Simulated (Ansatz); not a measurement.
What each rung costs, and what it gives

Saddle point of AlH₅SeO₃, closed shell (AlH₃O₃ ([OH][Al]([OH])[OH]) + H₂Se → AlH₃SeO₂ ([OH][Al]([OH])[SeH]) + H₂O (still joined by a long Al–O bond); bonds formed: O2–H5; dative contacts that become bonds: Al1–Se6; bonds broken: H5–Se6; bonds weakened to dative contacts: Al1–O2), PBE0-D4/def2-TZVP structure:

```tsv
atom	x (Å)	y (Å)	z (Å)
Al1	0.4552	-0.0900	0.0494
O2	-0.0393	1.5607	-0.3930
O3	0.8173	-0.2783	1.6962
O4	1.2782	-0.8146	-1.2513
H5	-1.3200	0.9193	-0.5763
Se6	-2.0913	-0.4945	-0.3176
H7	0.3698	2.0012	-1.1415
H8	1.1887	-1.0664	2.0844
H9	1.7540	-1.6402	-1.2097
H10	-2.4125	-0.0973	1.0593
```

Barriers are electronic and count from the start structure reached by relaxing down the imaginary mode.

Ansatz 0.2.0; basis: as named in each row; cores frozen in the correlated methods. Filled d shells of the heavier atoms are correlated. The def2 sets are not built for correlating such inner shells, so the correlated values are less sure here. B3LYP uses VWN-RPA correlation. Extrapolation: Hartree–Fock as exp(−7.88 √X), correlation as X^−2.97.

Times are rough, for one single point on 8 threads of a shared host (Arm Neoverse V2).

The estimate by CCSD(T) at an estimated basis limit (MP2 extrapolated from triple and quadruple zeta, plus CCSD(T) − MP2 in triple zeta) is 39.4 kJ/mol.

| method | basis | time (s) | barrier (kJ/mol) | method less estimate |
| --- | --- | --- | --- | --- |
| HF | STO-3G | under 1 | 28.6 | -10.8 |
| PBE-D4 | STO-3G | under 1 | -84.5 | -123.9 |
| SPW92 | def2-SVP | under 1 | -21.7 | -61.1 |
| PBE-D4 | def2-SVP | under 1 | -0.7 | -40.0 |
| B3LYP-D4 | 6-31G | under 1 | 19.0 | -20.4 |
| PBE0-D4 | def2-SVP | under 1 | 11.8 | -27.6 |
| SPW92 | def2-TZVPP | under 1 | -1.2 | -40.6 |
| PBE-D4 | def2-TZVPP | 1 | 17.4 | -22.0 |
| BLYP-D4 | def2-TZVPP | 1 | 29.5 | -9.9 |
| B3LYP-D4 | def2-TZVPP | 2 | 35.9 | -3.5 |
| BHLYP-D4 | def2-TZVPP | 2 | 47.7 | 8.3 |
| PBE0-D4 | def2-TZVPP | 2 | 26.8 | -12.6 |
| CAM-B3LYP-D4 | def2-TZVPP | 2 | 38.9 | -0.5 |
| r2SCAN-D4 | def2-TZVPP | 3 | 23.3 | -16.1 |
| r2SCAN0-D4 | def2-TZVPP | 3 | 30.3 | -9.1 |
| wB97M-V | def2-SVP | 3 | 20.6 | -18.8 |
| B2PLYP | def2-TZVPP | 4 | 37.7 | -1.7 |
| PBE-QIDH | def2-TZVPP | 4 | 33.8 | -5.6 |
| RPA on PBE | def2-TZVPP | 4 | 43.8 | 4.4 |
| wB97X-V | def2-TZVPP | 5 | 40.5 | 1.1 |
| CCSD(T) | def2-SVP | 6 | 34.8 | -4.6 |
| wB97M-V | def2-TZVPP | 6 | 38.6 | -0.8 |
| B97M-V | def2-TZVPP | 6 | 38.7 | -0.7 |
| MP2 | def2-QZVPP | 14 | 33.7 | -5.7 |
| CCSD(T) | def2-TZVPP | 150 | 42.0 | 2.6 |

All methods are single points on the PBE0-D4 structures; a negative value means that the method puts the saddle structure below the start.

The T1 diagnostic stays at or below 0.012.

Labels in which every atom is bracketed show which atoms are joined, not bond orders.
